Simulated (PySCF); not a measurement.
C5H12N2Si.
Atom-mapped SMILES: `[CH2:1]=[N:2][C@@H:3]1[CH2:4][CH2:5][N:6]([SiH3:7])[CH2:8]1` (hydrogens: H9, H10 on C1; H11 on C3; H12, H13 on C4; H14, H15 on C5; H16, H17, H18 on Si7; H19, H20 on C8)

The same species was optimised twice, with GFN2-xTB and with PBE0-D3(BJ)/def2-SVP (PySCF), and the same property calculations (PySCF, gas phase) were run on both structures.

```tsv
coordinate	GFN2-xTB	PBE0-D3(BJ)/def2-SVP	change
N6–Si7 (Å)	1.711	1.732	+0.021
C1=N2 (Å)	1.250	1.262	+0.012
N2–C3 (Å)	1.431	1.442	+0.011
C5–N6 (Å)	1.441	1.448	+0.007
N6–C8 (Å)	1.439	1.445	+0.006
C4–C5 (Å)	1.532	1.529	-0.003
C3–C4 (Å)	1.544	1.545	+0.001
C3–C8 (Å)	1.546	1.547	+0.001
C1–N2–C3 (°)	120.6	118.6	-2.0
N2–C3–C4 (°)	110.1	111.2	+1.1
C5–N6–C8 (°)	105.9	106.7	+0.8
C4–C5–N6 (°)	103.7	103.1	-0.6
N2–C3–C8 (°)	109.5	109.9	+0.4
C3–C4–C5 (°)	104.4	104.8	+0.4
C3–C8–N6 (°)	105.2	104.9	-0.3
C4–C3–C8 (°)	103.8	104.0	+0.2
C1–N2–C3–C4 (°)	-126	-125	+1
```

Rotational constants: A = 4527, B = 898.1, C = 796.6 MHz (GFN2-xTB) against A = 4466, B = 888.0, C = 787.7 MHz (PBE0-D3(BJ)/def2-SVP). Point groups within 0.08 Å: C1 and C1. Atoms that the bonding makes alike are paired by their places after alignment.

On the GFN2-xTB structure: HOMO (eV) -6.32 [PBE0/pcSseg-1]; LUMO (eV) -0.21 [PBE0/pcSseg-1]; dipole (D) 1.55 [PBE0/pcSseg-1]; GIAO shielding of C1 (ppm) 34.1 [PBE0/pcSseg-1]; GIAO shielding of N2 (ppm) -153.0 [PBE0/pcSseg-1]; GIAO shielding of C3 (ppm) 111.2 [PBE0/pcSseg-1]; GIAO shielding of C4 (ppm) 146.1 [PBE0/pcSseg-1]; GIAO shielding of C5 (ppm) 134.2 [PBE0/pcSseg-1]; GIAO shielding of N6 (ppm) 228.1 [PBE0/pcSseg-1]; GIAO shielding of Si7 (ppm) 407.9 [PBE0/pcSseg-1]; GIAO shielding of C8 (ppm) 125.7 [PBE0/pcSseg-1].

Task: What do these properties become on the PBE0-D3(BJ)/def2-SVP structure?

Result: 
```json
{"property": "HOMO (eV)", "level": "PBE0/pcSseg-1", "on GFN2-xTB": "-6.32", "on PBE0-D3(BJ)/def2-SVP": "-6.37", "change": "-0.05"}
{"property": "LUMO (eV)", "level": "PBE0/pcSseg-1", "on GFN2-xTB": "-0.21", "on PBE0-D3(BJ)/def2-SVP": "-0.33", "change": "-0.12"}
{"property": "dipole (D)", "level": "PBE0/pcSseg-1", "on GFN2-xTB": "1.55", "on PBE0-D3(BJ)/def2-SVP": "1.74", "change": "+0.19"}
{"property": "energy, GFN2-xTB geometry as zero (kcal/mol)", "level": "PBE0/pcSseg-1", "on GFN2-xTB": "0.0", "on PBE0-D3(BJ)/def2-SVP": "-1.4", "change": "-1.4"}
{"property": "GIAO shielding of C1 (ppm)", "level": "PBE0/pcSseg-1", "on GFN2-xTB": "34.1", "on PBE0-D3(BJ)/def2-SVP": "29.0", "change": "-5.1"}
{"property": "GIAO shielding of N2 (ppm)", "level": "PBE0/pcSseg-1", "on GFN2-xTB": "-153.0", "on PBE0-D3(BJ)/def2-SVP": "-157.5", "change": "-4.5"}
{"property": "GIAO shielding of C3 (ppm)", "level": "PBE0/pcSseg-1", "on GFN2-xTB": "111.2", "on PBE0-D3(BJ)/def2-SVP": "108.4", "change": "-2.8"}
{"property": "GIAO shielding of C4 (ppm)", "level": "PBE0/pcSseg-1", "on GFN2-xTB": "146.1", "on PBE0-D3(BJ)/def2-SVP": "145.3", "change": "-0.8"}
{"property": "GIAO shielding of C5 (ppm)", "level": "PBE0/pcSseg-1", "on GFN2-xTB": "134.2", "on PBE0-D3(BJ)/def2-SVP": "133.1", "change": "-1.1"}
{"property": "GIAO shielding of N6 (ppm)", "level": "PBE0/pcSseg-1", "on GFN2-xTB": "228.1", "on PBE0-D3(BJ)/def2-SVP": "226.8", "change": "-1.3"}
{"property": "GIAO shielding of Si7 (ppm)", "level": "PBE0/pcSseg-1", "on GFN2-xTB": "407.9", "on PBE0-D3(BJ)/def2-SVP": "406.9", "change": "-1.0"}
{"property": "GIAO shielding of C8 (ppm)", "level": "PBE0/pcSseg-1", "on GFN2-xTB": "125.7", "on PBE0-D3(BJ)/def2-SVP": "125.2", "change": "-0.5"}
```

The heavy atoms differ by 0.017 Å rms after alignment. Among bonds between heavy atoms N6–Si7 changes most (+0.021 Å). Changes are differences of the printed values. Neither structure is proved a minimum here.
